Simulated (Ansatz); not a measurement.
`OB[SiH3]` and `O[BH][GeH3]` differ in one element.

Ansatz, PBE0-D4/def2-TZVP geometries, multiplicity 1. Each molecule was computed in one conformer, which needn't be the lowest.

Scalar relativity is left out up to krypton.

| property | `OB[SiH3]` |
| --- | --- |
| HOMO energy (PBE/def2-TZVPP) / eV | -6.62 |
| size of the dipole moment (ωB97M-V/def2-TZVPP) / D | 2.13 |
| HOMO–LUMO gap (PBE0/def2-TZVPP) / eV | 6.82 |
| HOMO energy (ωB97M-V/def2-TZVPP) / eV | -10.07 |
| size of the dipole moment (PBE/def2-TZVPP) / D | 2.12 |
| zero-point energy (PBE0-D4/def2-TZVP) / kJ/mol | 136.1 |

Question: What does the change do to each property? (Estimate.)

Answer: Computed: 
| property | `O[BH][GeH3]` | shift |
| --- | --- | --- |
| HOMO energy (PBE/def2-TZVPP) / eV | -6.59 | 0.03 |
| size of the dipole moment (ωB97M-V/def2-TZVPP) / D | 2.33 | 0.20 |
| HOMO–LUMO gap (PBE0/def2-TZVPP) / eV | 6.84 | 0.02 |
| HOMO energy (ωB97M-V/def2-TZVPP) / eV | -9.99 | 0.08 |
| size of the dipole moment (PBE/def2-TZVPP) / D | 2.29 | 0.17 |
| zero-point energy (PBE0-D4/def2-TZVP) / kJ/mol | 132.5 | -3.6 |

Dipoles are sizes alone; their direction can turn.
